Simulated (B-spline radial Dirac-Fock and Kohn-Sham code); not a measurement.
ΔSCF core binding energies without Breit or QED terms, calculated with a radial finite-basis atomic code.

A sound run for neutral gold, configuration 1s2 2s2 2p6 3s2 3p6 3d10 4s2 4p6 4d10 4f14 5s2 5p6 5d10 6s1: The ground state converged in 12 iterations, with total energy -19035.55812 Ha, virial ratio 1.87133 and highest orbital energy -7.94 eV. ΔSCF binding energies: K (1s) 81161.7 eV, L3 (2p3/2) 11960.4 eV, M5 (3d5/2) 2216.5 eV.

A second run, with one unsound setting: The ground state converged in 10 iterations, with total energy -18906.48185 Ha, virial ratio 1.81906 and highest orbital energy -5.45 eV. ΔSCF binding energies: K (1s) 80721.2 eV, L3 (2p3/2) 11780.1 eV, M5 (3d5/2) 2217.3 eV.

```
iter   energy (Ha)        error
   1   -18905.59503404  5.38e+00
   2   -18906.46409846  1.53e-01
   3   -18906.48065615  8.93e-02
   4   -18906.48156341  4.26e-02
   5   -18906.48184024  1.88e-03
   6   -18906.48184514  1.45e-04
   7   -18906.48184534  6.48e-05
   8   -18906.48184536  1.61e-05
   9   -18906.48184536  6.42e-06
  10   -18906.48184536  7.37e-07
```

Question: Which fault fits the second run best?
A. too few iterations
B. mesh too coarse
C. damping too heavy
D. speed of light below Z

Answer: B. The input had h = 0.9: h is too large to resolve the orbitals.
